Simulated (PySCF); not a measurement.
C5H7F, SMILES C=C/C(C)=C\F. Atoms are numbered in the order given.

```xyz
13

C      0.9539     2.0791     0.0000
C      0.8700     0.7388     0.0000
C     -0.3757    -0.0297     0.0000
C     -1.7018     0.6816     0.0000
C     -0.3462    -1.3734     0.0000
F      0.7990    -2.0712     0.0000
H      0.0689     2.7207     0.0000
H      1.9243     2.5810     0.0000
H      1.7900     0.1474     0.0000
H     -2.5425    -0.0273     0.0000
H     -1.8020     1.3294     0.8866
H     -1.8020     1.3294    -0.8866
H     -1.2290    -2.0188     0.0000
```
Charge 0, spin multiplicity 1.

Geometry optimised at B3LYP-D3(BJ)/def2-SVP. One conformer was computed; it need not be the lowest.

All values below come from M06-2X/def2-TZVP (PySCF).

The molecule is in vacuum.

Computed frontier levels, gap, dipole moment and polarisability:
The highest occupied level is -7.76 eV and the lowest empty level is 0.00 eV. The orbital gap comes out as 7.76 eV and the dipole moment is 1.55 D. The quadrupole, principal values (traceless, Buckingham form, about the centre of nuclear charge) is -4.26, -1.86, 6.13 D·Å, the mean static polarisability comes out as 63.9 bohr³ (9.47 Å³) and the polarisability, principal values is 40.8, 58.8, 92.2 bohr³.
